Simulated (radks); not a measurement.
The numbers below are computed, except where a source is named.
Species: neutral samarium. Configuration: [Xe] 4f6 6s2. Level of theory: scalar-relativistic Kohn-Sham, PBE, spin-polarised, spherical densities, finite nucleus; open shells are filled with parallel spins first (spin-orbit coupling, left out, can overturn this in heavy ions); Fermi nuclear charge, rms radius 5.0819 fm; hard spherical wall at 3 bohr (a radial shooting solver on a logarithmic mesh with Libxc functionals). Some entries of the table are withheld. Estimate them.

orbital,occ.,eigenvalue (eV),<1/r> (bohr^-1),<r> (bohr)
1s down,1,-46645.93,68.81,0.02274
1s up,1,-46645.93,68.81,0.02274
2s up,1,-7601.256,15.93,0.09701
2s down,1,-7601.236,15.93,0.09701
2p up,3,-6778.233,14.95,0.08548
2p down,3,-6778.221,14.95,0.08547
3s up,1,-1646.829,5.826,0.2551
3s down,1,-1645.065,5.830,0.2549
3p up,3,-1389.494,5.491,0.2534
3p down,3,-1387.739,5.496,0.2532
3d up,5,-1040.763,5.211,0.2311
3d down,5,-1039.416,5.216,0.2309
4s up,1,-310.1102,2.443,0.5800
4s down,1,-305.6006,2.444,0.5798
4p up,3,-225.6822,2.247,0.6146
4p down,3,-221.1641,2.247,0.6144
4d up,5,-107.3102,1.966,0.6743
4d down,5,-102.7952,1.965,0.6748
5s up,1,-25.3184,0.9340,1.399
5s down,1,-22.6473,0.9193,1.415
5p up,3,-4.8817,0.8237,1.547
5p down,3,-2.7271,0.8102,1.565
4f up,6,17.9741,1.361,0.9617
4f down,0,21.9112,1.329,0.9935
5d up,0,23.5692,0.7105,(1)
5d down,0,25.1102,0.7017,(2)
6s up,1,46.7739,0.7653,1.862
6s down,1,48.3921,0.7690,1.857
6p up,0,64.1694,(3),1.823
6p down,0,65.9211,(4),1.817
7s up,0,(5),0.8806,1.775
7s down,0,(6),0.8823,1.772

Answer. 
(1) 5d up <r> (bohr): 1.750
(2) 5d down <r> (bohr): 1.764
(3) 6p up <1/r> (bohr^-1): 0.7963
(4) 6p down <1/r> (bohr^-1): 0.7993
(5) 7s up eigenvalue (eV): 154.6362
(6) 7s down eigenvalue (eV): 156.5727
